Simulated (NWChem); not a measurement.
ClFSi

```xyz
3

Si    -0.7984    -0.4181     0.0000
F      0.2609    -1.6610     0.0000
Cl     0.5194     1.2237     0.0000
```
Charge 0, spin multiplicity 1.

The numbers come from NWChem runs, not from measurements. The geometry was optimised at B3LYP/def2-SVP, a minimum by its harmonic frequencies.

Symmetry labels belong to the abelian group Cs used in the runs, with the axes of the coordinates shown.

The structure started from a generated list of species.

### Question
List the lowest 4 singlet excitations that TD-LDA (SVWN5)/aug-cc-pVDZ gives, with oscillator strengths.

### Answer
| state | symmetry | energy (eV) | wavelength (nm) | f |
|---|---|---|---|---|
| 1 | a" | 4.25 | 292 | 0.043 |
| 2 | a" | 4.80 | 258 | 0.006 |
| 3 | a' | 5.56 | 223 | 0.016 |
| 4 | a' | 6.68 | 186 | 0.118 |
